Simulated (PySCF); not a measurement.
Sb(F)3 cation (F3Sb), SMILES [F][Sb]([F])[F] (connectivity only; charge and spin as stated), charge +1, multiplicity 2. Atoms are numbered in the order given.

```xyz
4

Sb     0.0000     0.0000     0.2590
F     -1.5108    -0.8723    -0.4891
F      0.0000     1.7445    -0.4891
F      1.5108    -0.8723    -0.4891
```
Charge +1, spin multiplicity 2.

The structure is a stationary point at B3LYP-D3(BJ)/def2-SVP. The multiplicity is an assumed one; other spin states were not compared. The isomer is the one that the SMILES or the coordinates give; other isomers of the formula were not compared. The def2 effective core potentials stand for the cores of Sb; spin–orbit coupling is left out.

All values below come from TDA-B3LYP/def2-SVPD run with PySCF.

Vertical excitations; the highest root listed may be one member of a degenerate set. Isolated molecule, no solvent.

Computed lowest excited states:
```tsv
state	energy (eV)	λ (nm)	f	main pairs
root 1	2.29	542	0.000	β HOMO→LUMO 99 %
root 2	2.43	511	0.000	β HOMO−1→LUMO, β HOMO−3→LUMO (degenerate set)
root 3	2.43	511	0.000	β HOMO−2→LUMO, β HOMO−4→LUMO (degenerate set)
root 4	2.75	451	0.011	β HOMO−3→LUMO, β HOMO−1→LUMO (degenerate set)
root 5	2.75	451	0.011	β HOMO−4→LUMO, β HOMO−2→LUMO (degenerate set)
root 6	3.38	367	0.014	β HOMO−5→LUMO 97 %
root 7	4.41	281	0.034	β HOMO−6→LUMO (degenerate set)
root 8	4.41	281	0.034	β HOMO−7→LUMO (degenerate set)
root 9	6.75	184	0.019	α HOMO→LUMO 84 %, β HOMO−8→LUMO 13 %
root 10	7.44	167	0.076	α HOMO→LUMO+1 88 %
```
Unrestricted roots are not spin-pure.
